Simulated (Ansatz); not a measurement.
C6H15Al (SMILES C[CH2][Al]([CH2]C)[CH2]C), singlet, at a GFN2-xTB geometry (such geometries of metal compounds can be far from the true shape). Base run: HF/STO-3G (Ansatz, an electronic-structure program).

The Ansatz input:
Ansatz 0.2 input:
```yaml
crystal:
  periodic: [false, false, false]
  atoms:
    - {symbol: Al, position_ang: [0.23254875, -0.09127216, 0.17781867]}
    - {symbol: C, position_ang: [1.60822037, 0.29411525, -1.23879162]}
    - {symbol: C, position_ang: [1.28366688, 1.38923772, -2.26742086]}
    - {symbol: H, position_ang: [1.87585448, -0.62020127, -1.79032132]}
    - {symbol: H, position_ang: [2.53321401, 0.57609625, -0.70786354]}
    - {symbol: H, position_ang: [1.06813100, 2.33432054, -1.77027088]}
    - {symbol: H, position_ang: [0.41262384, 1.11732709, -2.85999573]}
    - {symbol: H, position_ang: [2.11890541, 1.54863674, -2.95129636]}
    - {symbol: C, position_ang: [-1.76368020, -0.03452995, -0.07842335]}
    - {symbol: C, position_ang: [-2.25206622, 0.36624641, -1.47916509]}
    - {symbol: H, position_ang: [-2.21743853, 0.64744823, 0.65749449]}
    - {symbol: H, position_ang: [-2.18599895, -1.02150165, 0.16760771]}
    - {symbol: H, position_ang: [-1.84026666, -0.30078311, -2.23581630]}
    - {symbol: H, position_ang: [-1.93818296, 1.38058695, -1.72020746]}
    - {symbol: H, position_ang: [-3.34027682, 0.32383459, -1.54743145]}
    - {symbol: C, position_ang: [0.94484373, -0.58959003, 1.99107131]}
    - {symbol: C, position_ang: [-0.08642383, -1.31826703, 2.86693314]}
    - {symbol: H, position_ang: [1.30181723, 0.29398901, 2.54049732]}
    - {symbol: H, position_ang: [1.83528786, -1.22749113, 1.88612950]}
    - {symbol: H, position_ang: [-0.38163133, -2.26093079, 2.40736096]}
    - {symbol: H, position_ang: [-0.98435636, -0.71320404, 2.98806130]}
    - {symbol: H, position_ang: [0.31181976, -1.53486371, 3.85918757]}
basis:
  gaussian:
    orbitals: STO-3G
hamiltonian:
  xc: hf
```

The bond that is stretched is that between atoms 19 and 16. A test that says stable can miss a lower solution.

Each row names what was changed in the base input (with any setting that the change needs).

| change | ΔE vs base (mEh) | <S^2> | stability test says |
|---|---|---|---|
| base | 0.000 | 0.000 | minimum (restricted orbitals) |
| spin_polarized = on; lower_state_search = off | 0.000 | 0.000 | undecided (no full test) |
| spin_polarized = on; lower_state_search = standard | 0.000 | 0.000 | minimum |
| bond × 1.25 | 45.009 | 0.000 | minimum (restricted orbitals) |
| spin_polarized = on; lower_state_search = off; bond × 1.25 | 45.009 | 0.000 | undecided (no full test) |
| spin_polarized = on; lower_state_search = standard; bond × 1.25 | 45.009 | 0.000 | minimum |
| bond × 1.5 | 122.5 | 0.000 | minimum (restricted orbitals) |
| spin_polarized = on; lower_state_search = off; bond × 1.5 | 122.5 | 0.000 | undecided (no full test) |
| spin_polarized = on; lower_state_search = standard; bond × 1.5 | 119.4 | 0.241 | minimum |
| bond × 1.8 | 215.5 | 0.000 | minimum (restricted orbitals) |
| spin_polarized = on; lower_state_search = off; bond × 1.8 | 215.5 | 0.000 | undecided (no full test) |
| spin_polarized = on; lower_state_search = standard; bond × 1.8 | 160.7 | 0.768 | minimum |
| bond × 2.2 | 313.7 | 0.000 | minimum (restricted orbitals) |
| spin_polarized = on; lower_state_search = off; bond × 2.2 | 313.7 | 0.000 | undecided (no full test) |
| spin_polarized = on; lower_state_search = standard; bond × 2.2 | 175.1 | 0.961 | minimum |
| bond × 3.0 | 417.4 | 0.000 | minimum (restricted orbitals) |
| spin_polarized = on; lower_state_search = off; bond × 3.0 | 417.4 | 0.000 | undecided (no full test) |
| spin_polarized = on; lower_state_search = standard; bond × 3.0 | 178.8 | 1.011 | minimum |

Where a bond breaks into two radicals, a solution with restricted orbitals usually stops being the lowest and lies too high; an unrestricted one lies lower at the price of spin contamination, which <S^2> shows.
